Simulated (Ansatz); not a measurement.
`[OH][Sb]1[CH2][SiH2][O]1`, charge 0, multiplicity 1.

Q: Give a relaxed structure at PBE0-D4/def2-TZVP (Ansatz 0.2.0). (Estimate.)

A: The calculation gave: 
```xyz
10

O    -1.328   -0.724    1.722
Sb    0.517   -0.081    1.569
C    -0.014    1.142   -0.133
Si    0.559   -0.297   -1.205
O     1.089   -1.244    0.052
H    -1.451   -1.336    2.452
H     0.564    2.063   -0.210
H    -1.082    1.363   -0.121
H    -0.526   -0.938   -1.994
H     1.672    0.052   -2.131
```
This is one stationary point; other conformers may exist.
